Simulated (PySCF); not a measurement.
TcBr2: from structure and modes to constants

These are results of UB3LYP in PySCF with Tc def2-SVP with ECP28, Br def2-SVP; scalar-relativistic core potentials, no spin–orbit coupling; density-fitted integrals, not measurements.

The sextet minimum has D∞h symmetry. Masses (u): Tc 98.90722, Br 78.91834.

```xyz
3
charge 0 multiplicity 6, angstrom
Tc    0.0000    0.0000    0.0000
Br    2.4496    0.0000    0.0000
Br   -2.4496    0.0000    0.0000
```

Harmonic wavenumbers (cm⁻¹): 38.9 (πu, ×2), 209.4 (σg+, ×1), 314.2 (σu+, ×1).

Find the principal moments of inertia and the rotational constants. What kind of rotor is it?

About the centre of mass I = 947.09 u Å². With B = 16.8576/I this gives 0.0178 cm⁻¹. The molecule is linear.

What is the harmonic zero-point energy?

Half the sum of all 4 wavenumbers, 601/2 = 301 cm⁻¹, which is 3.6 kJ/mol (1 cm⁻¹ = 0.0119627 kJ/mol).

Find the vibrational entropy and heat capacity at 298.15 K.

With u = 1.43878 ω/T, each mode gives S = R[u/(eᵘ−1) − ln(1−e⁻ᵘ)] and C = R u² eᵘ/(eᵘ−1)².
```
 ω (cm⁻¹)      u  S (J/(mol K))  C (J/(mol K))
38.9 (×2)  0.188          22.24           8.29
    209.4  1.010           8.57           7.64
    314.2  1.516           5.61           6.89
```
The sums over all modes are S = 58.7 and C = 31.1 J/(mol K); the softest mode gives 38 % of the entropy (each member, where degenerate).

Give the standard entropy (298.15 K, 1 bar) by its translational, rotational, vibrational and spin parts, and Cp.

Sackur–Tetrode with M = 256.74 u gives 178.0; rotation with symmetry number 2 gives 80.4; vibration 58.7; spin R ln 6 = 14.9. The total is 332.0 J/(mol K), and Cp = 7/2 R + 31.1 = 60.2 J/(mol K).

Find the bond force constant k and the stretch–stretch coupling k′ of the valence force field.

For linear XMX, 4π²c²ω(σg)² = (k + k′)/mX and 4π²c²ω(σu)² = (k − k′)(1 + 2mX/mM)/mX. So k + k′ = 2.038 and k − k′ = 1.769 mdyn/Å, giving k = 1.904 and k′ = 0.135 mdyn/Å.

Only a few start shapes were tried, so a lower isomer may exist. Open d and f shells are described by one determinant, and the ground state may have another occupation or spin.
